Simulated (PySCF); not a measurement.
Input for PySCF: R-B3LYP/6-31G* on iminoborane (SMILES B=N), a point of a bond scan (R = 2.334 Å).

```python
from pyscf import gto, scf, dft, mp
from pyscf.data.elements import chemcore

mol = gto.M(
    atom='''
    B    -0.00000000   -0.00000000   -0.69205561
    N     0.00000000    0.00000000    0.54091709
    H     0.00000000    0.00000000   -3.02576487
    H     0.00000000    0.00000000    1.53276862
    ''',
    basis='6-31g*',
    cart=True,
    charge=0, spin=0, verbose=3, max_memory=1800)
mf = dft.RKS(mol, xc='b3lyp')
mf.conv_tol = 1e-8
mf.max_cycle = 100
mf.kernel()
if not mf.converged:
    mf = mf.newton().run(mf.mo_coeff, mf.mo_occ)
```

The log:

```
converged SCF energy = -80.6409883883457
```

The run converged.

Cost: around 2.0 core-seconds (rough).
